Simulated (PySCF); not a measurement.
**Polarisability and C₆ of Bi³⁺ (bismuth, charge +3)**

[Xe] 4f14 5d10 6s2, closed-shell 1S. All numbers are calculated (PySCF 2.14, scalar relativity through the core potential, in def2-QZVPPD with the def2 core potential (60 electrons) (8s6p5d4f1g, 88 functions)). Coupled (time-dependent) response in atomic units; α is the mean over directions.

```json
{"method": "LC-wPBE", "mean α (bohr³)": "10.09", "C₆ (like pair)": "61.55", "S(−4)": "27.33"}
```

S(−4) is the Cauchy moment in α(ω) = α(0) + S(−4) ω² + …

α(iu) at LC-wPBE:

```csv
u (hartree),α(iu) (bohr³)
0,10.09
0.0500,10.02
0.100,9.824
0.200,9.139
0.300,8.253
0.500,6.546
0.750,5.009
1.00,4.003
1.50,2.792
2.00,2.081
3.00,1.279
5.00,0.6079
```

A single London oscillator, α(iu) = α/(1 + u²/ω²), gives C₆ = (3/4) ω α². Matching the computed C₆ needs ω = 4 × 61.55 / (3 × 10.09²) = 0.806 hartree.

For an ion, C₆ is the dispersion term alone; charge-induced terms of lower order in 1/R come first.

Energies and moments cover only the electrons outside the core potential. Spin-orbit coupling, which splits the p, d and f shells strongly at this Z, is absent.
